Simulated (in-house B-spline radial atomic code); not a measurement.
A fraction x of an electron is moved 4d → 4f in Mo III (Mo2+), starting from [Kr] 4d4 and keeping the highest spin. Method: scalar-relativistic (X2C) TPSS, spin-polarised, spherical fractional occupations, Fermi nucleus of rms radius 4.4091 fm. Calculated with an all-electron radial atomic-structure program (B-spline basis).

```
    x  E(x) - E(0) (eV)  4d up level (eV)  4f up level (eV)
    0            0.0000           -21.828                 -
0.125            2.1858           -22.667            -4.899
 0.25            4.4458           -23.501            -5.123
0.375                 ?                 ?                 ?
  0.5                 ?                 ?                 ?
0.625           11.6473           -25.919            -5.890
 0.75           14.1847           -26.666            -6.100
0.875           16.7880           -27.385            -6.302
    1           19.4548           -28.076            -6.494
```

Problem. What belongs in the row x = 0.375?

Solution. An energy change of 6.7774 eV; 4d up at -24.339 eV, 4f up at -5.412 eV.

Problem. What belongs in the row x = 0.5?

Solution. An energy change of 9.1779 eV; 4d up at -25.144 eV, 4f up at -5.664 eV.

Problem. Check Janak's theorem between x = 0.125 and 0.25.

Solution. The slope of the energy is 18.08 eV; the orbital levels give 18.07 eV (ε of the receiving orbital less ε of the emptying one, averaged over the two points).
